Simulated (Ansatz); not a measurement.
```yaml
crystal:
  periodic: [false, false, false]
  atoms:
    - {symbol: O, position_ang: [-0.379000, 1.383848, 1.230901]}
    - {symbol: Si, position_ang: [0.574796, 0.391766, 0.373581]}
    - {symbol: O, position_ang: [0.286630, -1.243597, 0.371881]}
    - {symbol: C, position_ang: [-0.058542, -0.705150, -0.918990]}
    - {symbol: F, position_ang: [-1.409066, -0.750952, -1.137623]}
    - {symbol: H, position_ang: [-1.326649, 1.230274, 1.200122]}
    - {symbol: H, position_ang: [1.958141, 0.846546, 0.564729]}
    - {symbol: H, position_ang: [0.445791, -1.209836, -1.740602]}
basis:
  gaussian: {orbitals: cc-pVTZ-DK, fitting: {mean_field: def2-universal-jkfit}, final_grid: {core_spheres: 8, valence_spheres: 7, degree: 23}}
total_charge: 1
magnetization: {spin_polarized: true, initial_magnetization: 1}
hamiltonian: {xc: {name: B97}}
```

```sh
$ ansatz run in.yaml --threads 2 --pin off --events-out ev --progress --plain --max-ram 4352MiB
```

Shortened log:

```
Functional definition: B97
488 factors; integrals over basis functions are off by at most 1.1e0 eV
mean field evaluation 1: about -15771.8761 eV, gradient 6.9e1 eV
mean field evaluation 2: about -15723.8923 eV, gradient 1.3e2 eV
mean field evaluation 4: about -15786.6879 eV, gradient 1.1e1 eV
mean field evaluation 8: about -15787.0657 eV, gradient 3.0e-1 eV
mean field evaluation 16: about -15787.0639 eV, gradient 7.0e-4 eV
mean field -15787.06393578 eV, -580.1638987835 hartree, gradient 1.6e-5 eV, S^2 0.753503; 0 other end points of the search recorded, 0 dependent functions left out
reference -15787.06395651 eV, -580.1638995456 hartree; 24, 23 occupied and 172, 173 virtual orbitals, 488 factors
Total energy: -15787.06395651 eV, -580.1638995456 hartree
Relativity: scalar
```

It took 4.7 s on 2 threads of an Arm Neoverse V1 on a shared host, with 0.39 GiB of host memory at the peak.
